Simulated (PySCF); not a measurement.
**Radial density of Sc⁺ (scandium, charge +1)**

UHF, [Ar] 3d1 4s1, high-spin 3D determinant. All numbers are calculated (PySCF 2.14, the spin-free X2C one-electron Hamiltonian (Gaussian nucleus), in cc-pVTZ-DK (7s6p4d2f1g, 68 functions)).

| r (bohr) | 4πr²ρ (e/bohr) | 4πr²(ρα − ρβ) |
| --- | --- | --- |
| 0.00131 | 0.1678 | 0.0001 |
| 0.00220 | 0.4305 | 0.0002 |
| 0.00370 | 1.081 | 0.0004 |
| 0.00622 | 2.618 | 0.0011 |
| 0.0105 | 5.954 | 0.0024 |
| 0.0176 | 12.10 | 0.0047 |
| 0.0296 | 20.30 | 0.0071 |
| 0.0498 | 24.88 | 0.0058 |
| 0.0838 | 20.56 | -0.0015 |
| 0.141 | 19.42 | 0.0043 |
| 0.237 | 26.41 | 0.0411 |
| 0.399 | 14.84 | 0.1257 |
| 0.671 | 7.102 | 0.4315 |
| 1.13 | 8.081 | 0.5775 |
| 1.90 | 2.009 | 0.5044 |
| 3.19 | 0.4768 | 0.4461 |
| 5.37 | 0.08624 | 0.0862 |
| 9.03 | 0.0008635 | 0.0009 |

Densities and radii are taken from the X2C orbitals without a picture-change correction, which distorts them close to the nucleus.
